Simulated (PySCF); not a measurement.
**Core binding energy against partial charge**

Compound: 2-bromo-1,3-butadiene, C₄H₅Br.
Atom-mapped SMILES: `[CH2:1]=[CH:2][C:3](=[CH2:4])[Br:5]`

Structure used (PBE0-D3(BJ)/def2-SVP), in Å, numbered top down from 1:
```
atom  x, y, z in Å
C1    -1.9021    0.1993    0.2087
C2    -0.6378    0.1438    0.6399
C3     0.5659    0.0300   -0.1764
C4     1.8039   -0.0236    0.3311
Br5    0.3426   -0.0445   -2.0599
H6    -2.7293    0.2845    0.9165
H7    -2.1424    0.1614   -0.8568
H8    -0.4317    0.1840    1.7158
H9     2.6891   -0.1090   -0.3000
H10    1.9402    0.0187    1.4154
```

Binding energies: delta-SCF UKS SCAN, pcX-2 on the ionised atom, pcseg-1 elsewhere, spin-free X2C (PySCF). Charges: PBE0/pcSseg-1 ground-state density, for the ionised atom.

```
atom                      environment  C 1s (eV)  Mulliken (e)  IAO (e)  Hirshfeld (e)  ESP (e)
  C4             terminal =CH2 carbon     290.22        -0.030   -0.310         -0.101   -0.370
  C1             terminal =CH2 carbon     290.25        -0.120   -0.293         -0.092   -0.453
  C2                 alkene CH carbon     291.01        -0.126   -0.146         -0.057   +0.011
  C3  fully substituted alkene carbon     291.92        -0.259   -0.048         +0.004   -0.045
```

**Question.** Give the correlation coefficient and slope of binding energy on charge for each scheme.

**Answer.** Hirshfeld: r = 1.00, slope 16.8 eV per e; IAO: r = 0.99, slope 6.3 eV per e; ESP: r = 0.83, slope 2.9 eV per e; Mulliken: r = -0.91, slope -7.7 eV per e. On 4 points no scheme stands out.

**Question.** The point-charge model writes a binding energy as kq + V + constant, with V the potential of the other atoms' charges at the site. What does it give with the Hirshfeld charges?

**Answer.** V = Σ 14.40 eV Å × q/r over all other atoms: +1.34 eV at C4, +0.90 eV at C1, +0.26 eV at C2, -0.71 eV at C3. Fitting binding energy − V to q gives k = 35.3 eV per e and leaves an rms residual of 0.11 eV, against 0.06 eV for the fit on q alone. The model has no term for differences in relaxation between sites.

The unrestricted hole states depart most from a pure doublet (⟨S²⟩ = 0.75; over 0.85 named) for C 1s of C2 (0.91) and C 1s of C3 (0.93), which makes these values less certain. The structure is a single PBE0-D3(BJ)/def2-SVP conformer in the gas phase; no vibrational or solvent corrections.
